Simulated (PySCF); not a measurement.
Si(F)(SiH3) (FH₃Si₂), SMILES [SiH3][Si]F (connectivity only; charge and spin as stated), neutral, multiplicity 1.

Geometry: B3LYP-D3(BJ)/def2-TZVP.

Calculation: PySCF with TDA-PBE0/def2-SVPD.

Vertical excitations. The molecule is in vacuum. State labels are in the subgroup Cs.

```csv
state,symmetry,energy (eV),λ (nm),f,main pairs
S1,A",2.10,590,0.005,HOMO→LUMO 99 %
S2,A',4.80,258,0.050,HOMO→LUMO+1 92 %
S3,A",5.61,221,0.000,HOMO−1→LUMO 99 %
S4,A',5.79,214,0.013,"HOMO−2→LUMO 69 %, HOMO→LUMO+3 24 %"
S5,A',5.99,207,0.017,"HOMO→LUMO+3 72 %, HOMO−2→LUMO 16 %, HOMO→LUMO+2 11 %"
S6,A",6.27,198,0.000,"HOMO→LUMO+4 70 %, HOMO−3→LUMO 29 %"
S7,A',6.37,195,0.839,"HOMO→LUMO+2 71 %, HOMO−2→LUMO 11 %"
S8,A',6.64,187,0.015,HOMO→LUMO+5 98 %
S9,A",6.92,179,0.069,"HOMO−3→LUMO 52 %, HOMO→LUMO+4 25 %, HOMO→LUMO+7 18 %"
S10,A',7.80,159,0.025,HOMO→LUMO+6 79 %
T1,A",1.01,1230,0,HOMO→LUMO 98 %
T2,A',3.73,333,0,HOMO→LUMO+1 97 %
T3,A",4.75,261,0,HOMO−3→LUMO 79 %
T4,A',5.07,244,0,"HOMO→LUMO+2 78 %, HOMO→LUMO+3 15 %"
```
Triplets are in the Tamm–Dancoff approximation.
